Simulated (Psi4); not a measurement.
Psi4 input (wB97X-D/6-31G*):

```
memory 1500 MB

molecule {
-1 1
B     0.03154051    0.00000000   -0.86289106
N    -0.04724772    0.00000000    0.41798935
H     0.17303150    0.00000000    1.38852984
symmetry c1
no_reorient
no_com
}

set {
  basis 6-31G*
  reference rks
  scf_type pk
  dft_radial_points 99
  dft_spherical_points 590
  e_convergence 1e-8
  d_convergence 1e-7
  maxiter 150
}

e = energy('wb97x-d')
print_out(f'\nFINAL {e:.10f} DIPOLE {variable("CURRENT DIPOLE")[0]:.6f} {variable("CURRENT DIPOLE")[1]:.6f} {variable("CURRENT DIPOLE")[2]:.6f}\n')
```

From the last part of the output:

```
      11A      0.558819    12A      0.822756    13A      0.822865
      14A      0.846084    15A      0.958409    16A      1.116210
      17A      1.125236    18A      1.271969    19A      1.460913
      20A      1.601187    21A      1.661059    22A      1.661935
      23A      1.706945    24A      1.864846    25A      2.199565
      26A      2.204573    27A      2.361153    28A      2.657780
      29A      2.724122    30A      3.293474    31A      3.855781
      32A      4.257864

    Final Occupation by Irrep:
              A
    DOCC [     7 ]
    NA   [     7 ]
    NB   [     7 ]

  @RKS Final Energy:   -80.10528696679519

   => Energetics <=

    Nuclear Repulsion Energy =             19.3273743785254908
    One-Electron Energy =                -149.9194714890745388
    Two-Electron Energy =                  58.3866881190802971
    DFT Exchange-Correlation Energy =      -7.8997810930657160
    Empirical Dispersion Energy =          -0.0000968822607236
    VV10 Nonlocal Energy =                  0.0000000000000000
    Total Energy =                        -80.1052869667951768

Computation Completed

Properties will be evaluated at   0.000000,   0.000000,   0.000000 [a0]

Properties computed using the SCF density matrix

 Multipole Moments:

 ------------------------------------------------------------------------------------
     Multipole            Electronic (a.u.)      Nuclear  (a.u.)        Total (a.u.)
 ------------------------------------------------------------------------------------

 L = 1.  Multiply by 2.5417464519 to convert [e a0] to [Debye]
 Dipole X            :          0.1244652            0.0000000            0.1244652
 Dipole Y            :          0.0000000            0.0000000            0.0000000
 Dipole Z            :          1.8001359           -0.0000000            1.8001359
 Magnitude           :                                                    1.8044337

 ------------------------------------------------------------------------------------

FINAL -80.1052869668 DIPOLE 0.124465 0.000000 1.800136

*** Psi4 exiting successfully. Buy a developer a beer!
```

The dipole moment of an ion depends on the origin.
